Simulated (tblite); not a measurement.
Compound: C5H10OS (charge +1 and doublet state).
Geometry (GFN2-xTB, Å), atoms numbered from 1 in this order:
```xyz
17
C5H10OS angstrom
C     -2.617    0.492   -0.423
C     -1.996   -0.678    0.325
S     -0.587   -0.177    1.343
C      0.647    0.320    0.129
C      1.951   -0.428    0.422
C      3.079    0.208   -0.359
O      2.993    1.229   -0.958
H     -3.485    0.129   -0.969
H     -2.949    1.261    0.270
H     -1.932    0.936   -1.141
H     -2.709   -1.119    1.021
H     -1.651   -1.449   -0.366
H      0.834    1.394    0.224
H      0.290    0.114   -0.879
H      1.880   -1.489    0.178
H      2.229   -0.353    1.479
H      4.017   -0.376   -0.305
```

Method: GFN2-xTB as coded in tblite; computed harmonic values from a numerical Hessian at the method's own geometry, unscaled. The method is semi-empirical: single wavenumbers can be off by several per cent or more. One conformer, not necessarily the lowest. Open shells enter through the occupations alone, without spin polarisation, and single modes of such species can be off by tens of per cent.

Harmonic wavenumbers (cm⁻¹): 27.5, 41.8, 63.6, 135.0, 192.9, 206.1, 220.2, 265.1, 336.7, 611.3, 671.2, 696.5, 765.4, 798.9, 822.6, 919.4, 956.3, 991.6, 1010.3, 1038.1, 1053.3, 1073.6, 1169.2, 1178.9, 1203.1, 1227.0, 1243.9, 1272.5, 1390.4, 1398.9, 1402.0, 1406.9, 1464.6, 1470.3, 1807.5, 2767.7, 2944.1, 2957.6, 2973.0, 2991.1, 3012.3, 3014.4, 3047.1, 3055.3, 3058.1.

A = 4753, B = 940.2, C = 839.0 MHz; mass 118.045 u (most abundant isotopes); point group C1, symmetry number 1; spin multiplicity 2.

Task: Zero-point energy?

Result: ½Σν̃ = 30177 cm⁻¹ = 86.28 kcal/mol.

Task: Give the ideal-gas entropy at 298.15 K and 1 bar in the rigid-rotor, harmonic-oscillator model (classical rotation).

Result: Translation 40.24, rotation 28.84, vibration 30.19, spin (R ln 2) 1.38: S = 100.6 cal/(mol K).

Task: And Cp and H(298.15 K) − H(0)?

Result: Cp = 33.75 cal/(mol K), of which vibrations give 25.80 (their classical limit is 45 R = 89.4); H(298.15 K) − H(0) = 6.60 kcal/mol without the zero-point energy, 4.23 from vibrations.

Task: How do the functions run with temperature in this model?

Result: 
```json
{"T (K)": "50", "S (cal/(mol K))": "61.9", "Cp (cal/(mol K))": "14.4", "H − H(0) (kcal/mol)": "0.56", "G − H(0) (kcal/mol)": "-2.53", "ln q(vib)": "1.17"}
{"T (K)": "100", "S (cal/(mol K))": "73.4", "Cp (cal/(mol K))": "19.3", "H − H(0) (kcal/mol)": "1.41", "G − H(0) (kcal/mol)": "-5.93", "ln q(vib)": "2.77"}
{"T (K)": "373.15", "S (cal/(mol K))": "108.9", "Cp (cal/(mol K))": "40.1", "H − H(0) (kcal/mol)": "9.37", "G − H(0) (kcal/mol)": "-31.27", "ln q(vib)": "9.82"}
{"T (K)": "500", "S (cal/(mol K))": "122.0", "Cp (cal/(mol K))": "49.7", "H − H(0) (kcal/mol)": "15.08", "G − H(0) (kcal/mol)": "-45.93", "ln q(vib)": "12.70"}
{"T (K)": "750", "S (cal/(mol K))": "145.0", "Cp (cal/(mol K))": "63.4", "H − H(0) (kcal/mol)": "29.35", "G − H(0) (kcal/mol)": "-79.38", "ln q(vib)": "18.12"}
{"T (K)": "1000", "S (cal/(mol K))": "164.5", "Cp (cal/(mol K))": "72.4", "H − H(0) (kcal/mol)": "46.40", "G − H(0) (kcal/mol)": "-118.13", "ln q(vib)": "23.15"}
```

q(vib) and H(0) count from the zero-point level.

Task: Blend soft modes into free rotors: weight 1/[1 + (100 cm⁻¹/ν̃)⁴] for the oscillator and the rest for a rotor with moment μB/(μ + B), μ = h/(8π²ν), B = 10⁻⁴⁴ kg m². What vibrational entropy results?

Result: 25.98 cal/(mol K) in place of 30.19, which changes −T·S at 298.15 K by +1.26 kcal/mol.

Task: Which modes carry the vibrational entropy at 298.15 K?

Result: 27.5 cm⁻¹: 6.00; 41.8 cm⁻¹: 5.17; 63.6 cm⁻¹: 4.34; 135.0 cm⁻¹: 2.87; 192.9 cm⁻¹: 2.20; 206.1 cm⁻¹: 2.08 cal/(mol K); the other 39 give 7.52 together.

Hindered rotation and anharmonicity are outside this model. Other conformers, if any are populated, would add a mixing term that is left out. The structure is chiral; the term R ln 2 for an equal mix with its mirror image is left out.
